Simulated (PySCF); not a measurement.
Point-charge models of `C=Cc1cc(OC)sc1[SiH3]` against its computed dipole.

Coordinates (GFN2-xTB, Å) and charges (e) from the PBE0/pcSseg-1 density (PySCF):

```
atom       x       y       z  Mulliken      IAO  Hirshfeld  ESP-fitted
  C1  -2.087   2.568   0.252   -0.1067  -0.3132    -0.0972     -0.4371
  C2  -1.983   1.265   0.015   -0.1730  -0.1319    -0.0435     -0.1291
  C3  -0.754   0.499   0.015   -0.0829  +0.0019    -0.0204     +0.2077
  C4   0.540   1.029   0.272   -0.0204  -0.2447    -0.1054     -0.4416
  C5   1.524   0.092   0.206   +0.0660  +0.0705    +0.0520     +0.3014
  O6   2.826   0.352   0.411   -0.4628  -0.3081    -0.1031     -0.2685
  C7   3.777  -0.686   0.305   -0.0266  -0.2053    -0.0287     -0.0832
  S8   0.875  -1.481  -0.175   +0.2365  +0.2699    +0.0808     -0.0585
  C9  -0.745  -0.851  -0.245   -0.5656  -0.4587    -0.1417     -0.2865
Si10  -2.160  -2.011  -0.648   +0.5652  +0.5985    +0.2942     +0.3565
 H11  -3.041   3.066   0.233   +0.1169  +0.1562    +0.0488     +0.1811
 H12  -1.233   3.186   0.471   +0.1192  +0.1462    +0.0466     +0.1993
 H13  -2.871   0.685  -0.202   +0.1064  +0.1432    +0.0453     +0.1568
 H14   0.746   2.058   0.498   +0.0865  +0.1642    +0.0518     +0.2124
 H15   3.317  -1.638   0.038   +0.1238  +0.1388    +0.0368     +0.0958
 H16   4.287  -0.788   1.265   +0.1268  +0.1581    +0.0547     +0.1073
 H17   4.505  -0.409  -0.462   +0.1271  +0.1588    +0.0551     +0.1073
 H18  -1.601  -3.354  -0.790   -0.0918  -0.1093    -0.0753     -0.0466
 H19  -3.137  -1.984   0.444   -0.0735  -0.1172    -0.0750     -0.0875
 H20  -2.788  -1.590  -1.904   -0.0710  -0.1179    -0.0756     -0.0870
```

Task: What dipole does each set of charges give (1 e·Å = 4.803 D), and what does the density give?

Result: The full density gives (1.51, -0.53, 0.05) D, 1.60 D in size; dipole vectors point from the negative to the positive end.

```tsv
scheme	μx	μy	μz	size (D)	share of the full size (%)	angle to the full dipole (°)
Mulliken	0.37	-2.39	-0.50	2.47	154	63
IAO	1.48	-3.10	-0.46	3.47	217	46
Hirshfeld	1.64	-0.93	0.00	1.89	118	10
ESP-fitted	1.52	-0.55	0.05	1.62	101	1
```

Task: Which set comes closest?

Result: Length of the difference vector: ESP-fitted 0.03 D, Hirshfeld 0.43 D, Mulliken 2.25 D, IAO 2.62 D. Closest: ESP-fitted. The schemes that divide the density aren't constrained to reproduce the dipole.

Task: What is left for the Hirshfeld atoms' own dipoles?

Result: The shares of the density sum to the whole, so what Σ q r misses lies in dipoles about the nuclei. The atomic dipoles sum to (1.51, -0.53, 0.05) − (1.64, -0.93, 0.00) = (-0.13, 0.40, 0.05) D, 0.43 D in size.

Task: With the origin at the mean of the coordinates, (0.000, 0.001, 0.000) Å, which are the largest single terms, by size, of the Hirshfeld dipole along the direction of the full one?

Result: Si10 -1.97, C1 +1.31, O6 -1.27, H17 +1.16, H16 +1.14 D; all 20 atoms together +1.86 D. The single terms depend on the origin, their sum doesn't.

Task: Give the size of the full dipole in other units.

Result: 1.60 D = 0.630 au = 0.333 e·Å = 5.34 × 10⁻³⁰ C·m.

Geometry: GFN2-xTB, one conformer, isolated molecule. GFN2-xTB frequencies show an imaginary mode (182i cm⁻¹), so this geometry is no minimum at that level.

Shape of the structure used: `[CH2:1]=[CH:2][c:3]1[cH:4][c:5]([O:6][CH3:7])[s:8][c:9]1[SiH3:10]`: C1–C2–C3–C4 0°, C4–C5–O6–C7 -179°.
